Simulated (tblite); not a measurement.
Species: C₃H₁₀N₂Si.
Atom-mapped SMILES: `[CH3:1][NH:2][SiH:3]1[CH2:4][NH:5][CH2:6]1` (hydrogens: H7, H8, H9 on C1; H10 on N2; H11 on Si3; H12, H13 on C4; H14 on N5; H15, H16 on C6)

Computed with GFN2-xTB (tblite), gas phase: L-BFGS steps from a force-field or distance-geometry start until the largest atomic force falls under 0.01 eV/Å.

Step 19: E = -518.5830 eV
```
atom  x, y, z in Å  |  force x, y, z in eV/Å
C1      2.3515   -0.7221   -0.7672   -0.017   0.029  -0.007
N2      1.4261   -0.1836    0.2064   -0.002  -0.032  -0.014
Si3     0.0676    0.7579   -0.2708   -0.005  -0.074   0.075
C4     -1.5222   -0.2387   -0.7246    0.084   0.032  -0.042
N5     -1.7918   -0.3072    0.7154   -0.013   0.115  -0.035
C6     -1.1406    0.9125    1.1979    0.047   0.038  -0.008
H7      1.8933   -1.4665   -1.4263   -0.008  -0.039   0.017
H8      3.1991   -1.1857   -0.2638    0.029   0.066  -0.003
H9      2.7056    0.0981   -1.3875    0.058  -0.002  -0.022
H10     1.2638   -0.8393    0.9591   -0.024   0.039  -0.030
H11     0.5551    1.8999   -1.0449   -0.077  -0.064  -0.010
H12    -2.2825    0.3015   -1.3058    0.039   0.001   0.076
H13    -1.4163   -1.2357   -1.1596   -0.047  -0.009   0.039
H14    -2.7683   -0.4124    0.9705   -0.014   0.054  -0.025
H15    -0.7797    0.8176    2.2221   -0.043  -0.078  -0.013
H16    -1.7684    1.8127    1.1450   -0.006  -0.077   0.001
```

Step 20: E = -518.5854 eV
```
atom  x, y, z in Å  |  force x, y, z in eV/Å
C1      2.3545   -0.7190   -0.7670   -0.032   0.025   0.006
N2      1.4283   -0.1827    0.2092    0.025  -0.059  -0.030
Si3     0.0667    0.7543   -0.2699    0.011  -0.121   0.057
C4     -1.5251   -0.2389   -0.7253    0.077   0.023  -0.052
N5     -1.7997   -0.3040    0.7129    0.008   0.075  -0.011
C6     -1.1397    0.9094    1.1971    0.033   0.041   0.014
H7      1.8945   -1.4683   -1.4213    0.025  -0.001   0.027
H8      3.2055   -1.1796   -0.2635   -0.003   0.090  -0.029
H9      2.7034    0.1034   -1.3897    0.043  -0.051   0.000
H10     1.2739   -0.8396    0.9632   -0.038   0.063  -0.045
H11     0.5558    1.8893   -1.0495   -0.069  -0.028  -0.025
H12    -2.2827    0.3013   -1.3081    0.024   0.037   0.056
H13    -1.4268   -1.2364   -1.1598   -0.022  -0.029   0.040
H14    -2.7772   -0.4009    0.9650   -0.027   0.052  -0.018
H15    -0.7739    0.8112    2.2180   -0.033  -0.102   0.034
H16    -1.7651    1.8094    1.1545   -0.023  -0.017  -0.024
```

Step 21: E = -518.5879 eV
```
atom  x, y, z in Å  |  force x, y, z in eV/Å
C1      2.3571   -0.7155   -0.7667   -0.025   0.009   0.010
N2      1.4306   -0.1826    0.2113    0.045  -0.060  -0.035
Si3     0.0663    0.7487   -0.2684    0.028  -0.120   0.016
C4     -1.5268   -0.2388   -0.7270    0.039   0.002  -0.034
N5     -1.8078   -0.2991    0.7098    0.021   0.011   0.014
C6     -1.1380    0.9069    1.1966    0.006   0.027   0.037
H7      1.8962   -1.4702   -1.4157    0.054   0.029   0.027
H8      3.2121   -1.1712   -0.2638   -0.020   0.098  -0.043
H9      2.7017    0.1081   -1.3920    0.022  -0.085   0.011
H10     1.2837   -0.8385    0.9673   -0.045   0.062  -0.040
H11     0.5556    1.8774   -1.0544   -0.062   0.000  -0.035
H12    -2.2826    0.3017   -1.3096    0.014   0.075   0.019
H13    -1.4384   -1.2379   -1.1590    0.005  -0.042   0.038
H14    -2.7867   -0.3878    0.9590   -0.027   0.054  -0.018
H15    -0.7688    0.8018    2.2145   -0.023  -0.112   0.073
H16    -1.7618    1.8059    1.1639   -0.030   0.054  -0.040
```

Step 22: E = -518.5906 eV
```
atom  x, y, z in Å  |  force x, y, z in eV/Å
C1      2.3598   -0.7116   -0.7664    0.000  -0.015   0.006
N2      1.4339   -0.1832    0.2130    0.048  -0.033  -0.027
Si3     0.0665    0.7405   -0.2666    0.029  -0.071  -0.033
C4     -1.5281   -0.2387   -0.7294   -0.020  -0.026   0.004
N5     -1.8165   -0.2934    0.7065    0.020  -0.051   0.033
C6     -1.1359    0.9046    1.1968   -0.024   0.001   0.054
H7      1.8993   -1.4719   -1.4091    0.072   0.038   0.010
H8      3.2191   -1.1600   -0.2649   -0.013   0.084  -0.040
H9      2.7001    0.1120   -1.3943    0.000  -0.092   0.007
H10     1.2939   -0.8365    0.9713   -0.047   0.036  -0.016
H11     0.5540    1.8639   -1.0606   -0.058   0.014  -0.036
H12    -2.2823    0.3035   -1.3109    0.016   0.102  -0.019
H13    -1.4515   -1.2405   -1.1573    0.028  -0.043   0.032
H14    -2.7975   -0.3718    0.9517   -0.013   0.054  -0.021
H15    -0.7638    0.7892    2.2121   -0.023  -0.105   0.093
H16    -1.7585    1.8030    1.1737   -0.014   0.108  -0.047
```

Question: Estimate the geometry and energy of step 23. (The exact step hangs on the optimiser's Hessian estimate; all steps are aligned on step 22, rigid shifts and turns removed.)

Answer: E = -518.5934 eV, largest force 0.131 eV/Å
```
atom  x, y, z in Å  |  force x, y, z in eV/Å
C1      2.3628   -0.7077   -0.7658    0.030  -0.037  -0.002
N2      1.4383   -0.1842    0.2143    0.028   0.013  -0.008
Si3     0.0672    0.7305   -0.2652    0.006   0.003  -0.067
C4     -1.5300   -0.2391   -0.7318   -0.075  -0.047   0.047
N5     -1.8255   -0.2883    0.7037    0.004  -0.085   0.043
C6     -1.1341    0.9021    1.1981   -0.042  -0.027   0.057
H7      1.9039   -1.4732   -1.4018    0.076   0.021  -0.022
H8      3.2267   -1.1466   -0.2667    0.020   0.048  -0.018
H9      2.6986    0.1144   -1.3968   -0.016  -0.069  -0.013
H10     1.3039   -0.8341    0.9751   -0.043   0.001   0.016
H11     0.5507    1.8498   -1.0682   -0.056   0.016  -0.030
H12    -2.2813    0.3076   -1.3125    0.033   0.106  -0.044
H13    -1.4651   -1.2441   -1.1549    0.043  -0.030   0.024
H14    -2.8092   -0.3535    0.9433    0.006   0.048  -0.023
H15    -0.7592    0.7738    2.2114   -0.038  -0.082   0.084
H16    -1.7554    1.8016    1.1834    0.027   0.120  -0.044
```

The energy changes by -0.0028 eV. The first-order estimate −F·Δx gives -0.0038 eV and the mean of the old and new forces, exact on a quadratic surface, -0.0028 eV. The step makes an angle of 75° with the force vector and moves no atom by more than 0.023 Å.

The cost below is that of the whole relaxation. Hardware: one thread, Arm Neoverse N1 (aarch64), no GPU (shared host). Cost: 0.7 s of wall time.
